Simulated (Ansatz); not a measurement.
CH4Sn (SMILES [CH3][SnH]) moved off its minimum; all values from Ansatz (an electronic-structure program), cores frozen in correlated methods. Elements past Kr take the def2 small-core potentials, without spin–orbit coupling.
(charge 0, multiplicity 1)
```xyz
6

Sn     0.0213     0.2623     0.2497
H     -0.3910     1.4493    -1.0902
C     -0.0215    -1.4402    -1.1029
H      0.7438    -1.2780    -1.9389
H     -0.9838    -1.5074    -1.6236
H      0.2149    -2.4118    -0.6467
```

### Question
Give the forces (eV/Å), the total energy and the dipole at CCSD(T)/def2-TZVPPD.

### Answer

```tsv
atom	Fx	Fy	Fz
Sn1	-0.078	0.531	-0.122
H2	0.097	-0.321	0.341
C3	0.967	-0.395	-1.343
H4	-0.841	-0.092	1.009
H5	-0.006	-0.009	0.109
H6	-0.140	0.287	0.007
```
Energy -253.8455 hartree, dipole 0.67 D.

Doubts at one or more of the structures used: a restricted determinant that unrestricted orbitals would lower (CCSD(T)/def2-TZVPPD).
